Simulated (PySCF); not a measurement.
How methods differ on the ionisation energy of Sc⁺

Sc⁺ [Ar] 3d1 4s1 (3D) → Sc²⁺ [Ar] 3d1 (2D), as a difference of total energies. All numbers are calculated (PySCF 2.14, the spin-free X2C one-electron Hamiltonian (Gaussian nucleus), in ANO-RCC-VTZP (6s5p3d2f1g, 59 functions)). Correlated levels: valence: [Ar] frozen; valence and next inner shell: [Ne] frozen. The calculations carry no spin-orbit coupling.

```
                                method  ionisation energy (eV)  error (eV)
                                   UHF                  12.229      -0.571
                                   LDA                  13.309      +0.509
                                   PBE                  13.137      +0.337
                                  PBE0                  12.959      +0.159
                                 TPSSh                  12.790      -0.010
                             CAM-B3LYP                  13.051      +0.251
                         MP2 (valence)                  12.316      -0.484
                     SCS-MP2 (valence)                  12.258      -0.542
    MP2 (valence and next inner shell)                  12.758      -0.042
SCS-MP2 (valence and next inner shell)                  12.630      -0.170
```

Reference: 12.800 eV (measured; NIST Atomic Spectra Database, ionization energies).

Errors of the correlated levels include the incompleteness of this basis and the frozen core.
